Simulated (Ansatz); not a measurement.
`O[SiH](Cl)[GeH2][Cl]` + `[OH][GeH3]` → `O[SiH](Cl)[O][GeH3]` + `[Cl][GeH3]`  (cleavage of the Si–Ge bond)

Isolated molecules relaxed with PBE0-D4/def2-TZVP in Ansatz; ΔE leaves out vibrations. CCSD(T)/CBS is the MP2 limit (def2-TZVPP, def2-QZVPP) plus CCSD(T) − MP2 in def2-TZVPP, frozen cores. DFT in def2-TZVPP. B3LYP here is the variant with VWN-RPA as its local correlation; programs differ in this. For Ge outer-core shells are correlated without core-valence functions, which leaves a few kJ/mol of doubt a bond. Scalar relativity is left out up to krypton. One conformer a species, not always the lowest.

```csv
level,ΔE (kJ/mol),difference from CCSD(T)/CBS
PBE-D4,-98.6,26.3
r2SCAN-D4,-120.5,4.4
B3LYP-D4,-121.0,3.9
ωB97X-V,-125.0,-0.1
ωB97M-V,-126.3,-1.4
CCSD(T)/def2-TZVPP,-128.6,-3.7
SCS-MP2/def2-QZVPP,-134.2,-9.3
HF/CBS(def2),-159.2,-34.3
MP2/CBS(def2),-127.1,-2.2
CCSD/CBS(def2),-129.0,-4.1
CCSD(T)/CBS,-124.9,0
```

Largest T1 diagnostic among the species: 0.011.

From PBE to PBE0 (25 % exact exchange), in def2-TZVPP and without D4, ΔE moves by −11.8 kJ/mol. In def2-TZVPP, CCSD(T) changes the Hartree–Fock value by +27.6 kJ/mol (the triples alone add +4.1 kJ/mol) and MP2 by +25.5 kJ/mol.

CCSD(T)/CBS has its own doubt, a few kJ/mol and more with outer-core shells, so smaller differences from it don't rank the levels.
